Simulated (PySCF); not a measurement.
From one molecule to another.

First species: C₈H₁₄O.
Structure used (GFN2-xTB), in Å, numbered top down from 1:
```
atom  x, y, z in Å
C1     3.8645   -0.0391   -0.1149
O2     3.0695   -1.0216    0.5011
C3     1.7327   -0.7838    0.5902
C4     1.0571    0.2701    0.1558
C5    -0.4217    0.4628    0.2886
C6    -1.2319   -0.7090    0.8398
C7    -2.6732   -0.3212    0.5059
C8    -2.5895    0.4392   -0.8308
C9    -1.0964    0.7076   -1.0711
H10    4.8877   -0.4091   -0.0757
H11    3.8004    0.9148    0.4190
H12    3.5717    0.1138   -1.1589
H13    1.2601   -1.6111    1.0986
H14    1.5622    1.0846   -0.3443
H15   -0.5996    1.3397    0.9251
H16   -0.9586   -1.6223    0.3099
H17   -1.0809   -0.8635    1.9071
H18   -3.3244   -1.1918    0.4424
H19   -3.0673    0.3325    1.2854
H20   -3.1488    1.3730   -0.7749
H21   -3.0119   -0.1478   -1.6459
H22   -0.6948   -0.0038   -1.7947
H23   -0.9116    1.7130   -1.4476
```

Second species: C7H13NSi2.
Numbering: `[N:1]#[C:2][CH2:3][CH2:4][C@@H:5]1[CH2:6][SiH2:7][CH:8]=[C:9]1[SiH3:10]` (hydrogens: H11, H12 on C3; H13, H14 on C4; H15 on C5; H16, H17 on C6; H18, H19 on Si7; H20 on C8; H21, H22, H23 on Si10)

Levels: PBE0/pcSseg-1 for HOMO energy, LUMO energy and HOMO–LUMO gap. Geometries: GFN2-xTB. Each species is one conformer at its optimised geometry, gas phase, non-relativistic unless stated; the electronic structure was computed with PySCF and density fitting.

| property | column X | column Y |
| --- | --- | --- |
| HOMO energy | -7.92 eV | -6.33 eV |
| LUMO energy | -1.02 eV | 1.16 eV |
| HOMO–LUMO gap | 6.90 eV | 7.49 eV |

(1) Which column belongs to which species?

(2) How does each property change from the first species to the second?

Results:

(1) Column X is the second species and column Y the first. The first has 23 atoms and 70 electrons, the second 23 and 90.

(2) HOMO energy -1.59 eV; LUMO energy -2.18 eV; HOMO–LUMO gap -0.59 eV.

